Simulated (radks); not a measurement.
The numbers below are computed, except where a source is named.
Question: Ionisation of Si3+, [Ne] 3s1, to Si4+, [Ne], under several functionals. Dirac Kohn-Sham, spin-unpolarised, spherical densities, finite nucleus; a radial shooting solver on a logarithmic mesh with Libxc functionals. The NIST Atomic Spectra Database gives 45.142 eV (measured). Rank these functionals by the error of their Delta-SCF ionisation energy: SOGGA; HCTH/407; LDA (Slater exchange, Perdew-Zunger correlation); exchange-only LDA; PW91; Wu-Cohen GGA.

Answer: From best to worst: HCTH/407 45.129 eV (-0.013); LDA (Slater exchange, Perdew-Zunger correlation) 45.099 eV (-0.043); PW91 45.217 eV (+0.075); Wu-Cohen GGA 44.792 eV (-0.350); SOGGA 44.726 eV (-0.416); exchange-only LDA 43.904 eV (-1.238). Spin polarisation and multiplet splitting are left out, so open shells lie too high by an amount that depends on their filling.

Beside tabulated values, note that spin-unpolarised runs miss the spin-polarisation part of the exchange energy of open shells.
